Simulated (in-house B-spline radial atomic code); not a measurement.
Computed with a B-spline radial atomic code. Model: two electrons, singlet ground state, non-relativistic, full CI in B-splines with partial waves to l = 8 (at full coupling up to 3e-4 hartree above the limit, correlation up to 0.6 % small), density held at that of full coupling by Lieb maximisation.

W(λ) is the mean repulsion in the state of coupling λ less the Hartree energy of the fixed density. Its start is exact exchange, its initial slope is twice the second-order Görling-Levy correlation energy, and its area from 0 to 1 is E_xc. A straight curve means weak, dynamic correlation, and a curve that drops fast and flattens means strong correlation.

Command:
```bash
python run_ac.py task.json out
```
Settings (lengths in bohr, energies in hartree):
```
potential              yukawa
strength               1.48
lmax                   8
second                 0.0476
```

Run time, properties included: 39 s on 1 thread of Intel(R) Xeon(R) Processor @ 2.30GHz, on a shared host.

**W = mean repulsion less Hartree energy, and W of three functionals.**

Given: confinement screened point charge; nuclear charge 1.48; screening of the nucleus 0.0476 1/bohr; external potential -Z exp(-k r)/r.

Computed: PBE exchange minus exact 2.9535 millihartree; SCAN exchange minus exact -6.2553 millihartree.

| coupling | W xc (hartree) | W xc minus exchange (millihartree) | kinetic minus Kohn-Sham (millihartree) | LDA (PW92) W minus its exchange (millihartree) | PBE W minus its exchange (millihartree) | SCAN W minus its exchange (millihartree) |
| --- | --- | --- | --- | --- | --- | --- |
| 0 | -0.69518 | 0 | 0 | 0 | 0 | 0 |
| 0.02 | -0.69717 | -1.988 | 0.02 | -10.9 | -1.68 | -1.8 |
| 0.05 | -0.7001 | -4.921 | 0.12 | -21.93 | -4.23 | -4.41 |
| 0.12 | -0.70672 | -11.541 | 0.68 | -41.12 | -10.19 | -10.21 |
| 0.25 | -0.71824 | -23.059 | 2.8 | -67.13 | -20.93 | -20.13 |
| 0.4 | -0.7304 | -35.221 | 6.74 | -89.94 | -32.56 | -30.5 |
| 0.6 | ? | ? | ? | ? | ? | ? |
| 0.8 | -0.75794 | -62.766 | 23.05 | -133.6 | -59.65 | -53.98 |
| 1 | -0.76954 | -74.362 | 33.47 | -150.18 | -71.33 | -63.98 |
| 1.4 | -0.78937 | -94.191 | 57.13 | -177.25 | -91.74 | -81.36 |
| 2 | -0.81276 | -117.58 | 96.57 | -208.15 | -116.69 | -102.55 |
| 3 | ? | ? | ? | ? | ? | ? |
| 4.5 | -0.86787 | -172.69 | 265.84 | -282.18 | -181.49 | -156.58 |
| 7 | -0.89473 | -199.55 | 417.08 | -321.54 | -217.79 | -185.02 |

Q: What belongs in the row 0.6?

A: W xc (hartree): -0.74497; W xc minus exchange (millihartree): -49.798; kinetic minus Kohn-Sham (millihartree): 14; LDA (PW92) W minus its exchange (millihartree): -114.01; PBE W minus its exchange (millihartree): -46.78; SCAN W minus its exchange (millihartree): -42.9.

Q: What belongs in the row 3?

A: W xc (hartree): -0.84066; W xc minus exchange (millihartree): -145.49; kinetic minus Kohn-Sham (millihartree): 165.42; LDA (PW92) W minus its exchange (millihartree): -244.96; PBE W minus its exchange (millihartree): -148.21; SCAN W minus its exchange (millihartree): -129.11.

Q: What is the LDA exchange minus exact?

A: 93.413 millihartree.

**Energy parts, natural occupations and partial-wave weights.**

Computed: total energy -1.2817 hartree; exchange energy -0.69518 hartree; initial slope twice GL2 -0.10009 hartree; kinetic part over minus potential part 0.45009; Hartree energy 1.3904 hartree; Kohn-Sham kinetic 1.3801 hartree; Lieb Oxford ratio E_xc over LDA exchange 1.2232.

```csv
natural,occupation of the shell (electrons)
s,1.9669
s,0.018326
p,0.013468
d,0.00048881
p,?
s,0.00022969
```

Q: What belongs in the row p?

A: occupation of the shell (electrons): 0.00038428.

| wave | weight |
| --- | --- |
| s | 0.99274 |
| p | 0.0069433 |
| d | ? |
| f | 3.5443e-05 |
| g | 7.9269e-06 |

Q: What belongs in the row d?

A: weight: 0.00027213.

Q: What is the kinetic part of the DFT correlation energy?

A: 0.03347 hartree.

Q: What is the correlation energy?

A: -0.040892 hartree.

Half-way to full coupling W has made 57 % of its drop, against 50 % for a straight line, and second-order (GL2) theory, half the initial slope, overshoots the correlation energy by about 22 %: a moderate bend, as in light atoms. Over couplings 0 to 1 the errors in E_xc come to about +39 millihartree for LDA, +5.4 millihartree for PBE, -0.7 millihartree for SCAN, so SCAN is nearest. In LDA and SCAN the errors of exchange and correlation have opposite signs, so the sum is smaller than the larger of the two.
